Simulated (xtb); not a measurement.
F₂Ge, charge -1, quartet, geometry from GFN2-xTB of the parent state (a state made from the parent by changing its charge; the spin is typed, not shown lowest); GFN1-xTB in xtb.

The xtb input:
```
$ xtb mol.xyz --gfn 1 --chrg -1 --uhf 3 --json

# file mol.xyz
3

Ge     0.01273408    -0.00945855     0.40380931
F      0.85130033     1.56847282    -0.70909783
F     -0.89657706    -1.53484242    -0.72666861
```

Task: What does xtb print? Leave out banner, timings and long lists.

Result: 
```
   ID    Z sym.   atoms
    1   32 Ge     1
    2    9 F      2, 3

           -------------------------------------------------
          |                Calculation Setup                |
           -------------------------------------------------

           -------------------------------------------------
          |                 G F N 1 - x T B                 |
           -------------------------------------------------

          ...................................................
          :                      SETUP                      :
          :.................................................:
          :  # basis functions                  18          :
          :  # atomic orbitals                  17          :
          :  # shells                            7          :
          :  # electrons                        19          :
          :  # halogen bonds                     0          :
          :  max. iterations                   250          :
          :  Hamiltonian                  GFN1-xTB          :
          :  restarted?                      false          :
          :  GBSA solvation                  false          :
          :  PC potential                    false          :
          :  electronic temp.          300.0000000     K    :
          :  accuracy                    1.0000000          :
          :  -> integral cutoff          0.2500000E+02      :
          :  -> integral neglect         0.1000000E-07      :
          :  -> SCF convergence          0.1000000E-05 Eh   :
          :  -> wf. convergence          0.2000000E-04 e    :
          :  Broyden damping             0.4000000          :
          :  net charge                         -1          :
          :  unpaired electrons                  3          :
          ...................................................

 iter      E             dE          RMSdq      gap      omega  full diag
   1    -11.9882144 -0.119882E+02  0.459E+00    1.10       0.0  T
   2    -11.9904433 -0.222885E-02  0.242E+00    1.10       1.0  T
   3    -11.9901605  0.282765E-03  0.636E-01    1.08       1.0  T
   4    -11.9910326 -0.872093E-03  0.235E-01    1.08       1.0  T
   5    -11.9909981  0.345615E-04  0.961E-02    1.08       1.0  T
   6    -11.9910376 -0.395499E-04  0.561E-03    1.08      10.3  T
   7    -11.9910377 -0.141303E-06  0.114E-04    1.08     508.5  T
   8    -11.9910377 -0.592415E-11  0.705E-05    1.08     819.3  T

   *** convergence criteria satisfied after 8 iterations ***

         :::::::::::::::::::::::::::::::::::::::::::::::::::::
         ::                     SUMMARY                     ::
         :::::::::::::::::::::::::::::::::::::::::::::::::::::
         :: total energy             -11.991204954780 Eh    ::
         :: gradient norm              0.037568623431 Eh/a0 ::
         :: HOMO-LUMO gap              1.081768615731 eV    ::
         ::.................................................::
         :: SCC energy               -11.991037745342 Eh    ::
         :: -> electrostatic           0.162263657841 Eh    ::
         :: repulsion energy           0.000196640576 Eh    ::
         :: dispersion energy         -0.000363850014 Eh    ::
         :: halogen bond corr.         0.000000000000 Eh    ::
         :: add. restraining           0.000000000000 Eh    ::
         :: total charge              -0.999999999977 e     ::
         :::::::::::::::::::::::::::::::::::::::::::::::::::::

           -------------------------------------------------
          |                Property Printout                |
           -------------------------------------------------

    * Orbital Energies and Occupations

         #    Occupation            Energy/Eh            Energy/eV
      -------------------------------------------------------------
         1        2.0000           -0.5592726             -15.2186
         2        2.0000           -0.5571355             -15.1604
         3        2.0000           -0.3364982              -9.1566
         4        2.0000           -0.2972337              -8.0881
         5        2.0000           -0.2879500              -7.8355
         6        2.0000           -0.2862938              -7.7905
         7        2.0000           -0.2851000              -7.7580
         8        2.0000           -0.2821604              -7.6780
         9        1.0000           -0.2409611              -6.5569
        10        1.0000           -0.1181268              -3.2144
        11        1.0000           -0.0722566              -1.9662 (HOMO)
        12                         -0.0325023              -0.8844 (LUMO)
        13                          0.0746953               2.0326
        14                          0.0810719               2.2061
        15                          0.0916252               2.4932
        16                          0.1394341               3.7942
        17                          0.1823183               4.9611
      -------------------------------------------------------------
                  HL-Gap            0.0397543 Eh            1.0818 eV
             Fermi-level           -0.1569561 Eh           -4.2710 eV

  Mulliken/CM5 charges         n(s)   n(p)   n(d)
     1Ge   -0.19199 -0.18522   1.577  2.342  0.273
     2F    -0.40400 -0.40739   1.917  5.487  0.000
     3F    -0.40400 -0.40739   1.917  5.487  0.000

Wiberg/Mayer (AO) data.
largest (>0.10) Wiberg bond orders for each atom

 ---------------------------------------------------------------------------
     #   Z sym  total        # sym  WBO       # sym  WBO       # sym  WBO
 ---------------------------------------------------------------------------
     1  32 Ge   1.592 --     2 F    0.796     3 F    0.796
     2   9 F    0.914 --     1 Ge   0.796     3 F    0.119
     3   9 F    0.914 --     1 Ge   0.796     2 F    0.119
 ---------------------------------------------------------------------------

Topologies differ in total number of bonds
Writing topology from bond orders to xtbtopo.mol

 dipole moment from electron density (au)
     X       Y       Z
   0.0452  -0.0335   1.4319  total (Debye):    3.642

           -------------------------------------------------
          | TOTAL ENERGY              -11.991204954780 Eh   |
          | GRADIENT NORM               0.037568623431 Eh/α |
          | HOMO-LUMO GAP               1.081768615731 eV   |
           -------------------------------------------------

normal termination of xtb
```
